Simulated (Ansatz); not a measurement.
`O[SiH2][AlH][Cl]` + H₂ → `[AlH2][Cl]` + `O[SiH3]` at 400 K and 1 bar (hydrogenolysis of the Al–Si bond).

Program: Ansatz. Geometries: PBE0-D4/def2-TZVP. ΔE: electronic, gas phase. CBS: MP2 limit from def2 TZ/QZ plus the TZ coupled-cluster correction, frozen cores. This one scheme is used for every species. One conformer a species, not always the lowest.

```
           species  CCSD(T)/CBS energy (Eh)  H − E (kJ/mol)  S (J/(mol·K))
`O[SiH2][AlH][Cl]`              -1068.55078           136.8          400.0
                H₂                 -1.17544            38.0          139.0
      `[AlH2][Cl]`               -703.04476            55.2          269.1
         `O[SiH3]`               -366.69042           120.0          276.4
```

H − E and S are ideal-gas, rigid-rotor, harmonic terms from PBE0-D4/def2-TZVP, for one conformer and one mirror image of each species. For small species the MP2-based limit differs from directly extrapolated CCSD(T) by up to some mEh (0.8 for H₂); such offsets cancel only in part. 1 Eh = 2625.50 kJ/mol, R = 8.31446 J/(mol·K).

By hand: ΔE, ΔH, ΔS and ΔG.

ΔE = (-703.04476) + (-366.69042) − (-1068.55078) − (-1.17544) = -0.00896 Eh = -23.5 kJ/mol. Δ(H − E) = 55.2 + 120.0 − 136.8 − 38.0 = 0.4, so ΔH = -23.1 kJ/mol. ΔS = 269.1 + 276.4 − 400.0 − 139.0 = 6.5 J/(mol·K). ΔG = -23.1 − 400 × (6.5)/1000 = -25.7 kJ/mol.

By hand: the equilibrium constant, and the temperature at which ΔG would vanish if ΔH and ΔS stayed fixed.

log₁₀ K = −ΔG/(RT ln 10) = 3.4. ΔH and −TΔS have one sign here, so there is no such temperature.

The number of gas molecules stays the same, so ΔS is small and ΔH decides. A doubt of 5 kJ/mol in ΔE shifts log₁₀ K by 0.7 here. Other conformers and mirror images would add mixing entropy, several J/(mol·K) or more a flexible species. Modes under 60 cm⁻¹, often nearly free rotors, make the harmonic entropy too high. These are equilibria of isolated gas molecules and say nothing of rates. Largest T1 diagnostic: 0.011 (customary marks: 0.02 for closed shells, 0.045 for open ones).

ΔS is within the doubt of such terms, so its sign, and with it that verdict, could turn.
